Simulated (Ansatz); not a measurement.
Basis-set series for CHClGeN (`N#[C][GeH][Cl]`) radical. The species carries charge 0 and has multiplicity 2. The geometry is a stationary point of PBE0-D4/def2-TZVP.

```csv
functional,basis,functions,energy (Eh),HOMO (eV),LUMO (eV)
PBE0-D4,def2-TZVPP,166,-2630.17599,-7.52,-4.24
PBE0-D4,def2-QZVPP,303,-2630.23888,-7.54,-4.26
ωB97M-V,def2-TZVPP,166,-2630.53536,-9.50,-2.42
ωB97M-V,def2-QZVPP,303,-2630.59610,-9.54,-2.48
```

Question: Give the rows for def2-SVP. (Best estimate.)

Answer: Ansatz gave: 
| functional | basis | functions | energy (Eh) | HOMO (eV) | LUMO (eV) |
| --- | --- | --- | --- | --- | --- |
| PBE0-D4 | def2-SVP | 83 | -2629.64662 | -7.41 | -4.15 |
| ωB97M-V | def2-SVP | 83 | -2630.00570 | -9.36 | -2.27 |

HOMO and LUMO are taken over both spins. Scalar relativity is left out up to krypton.
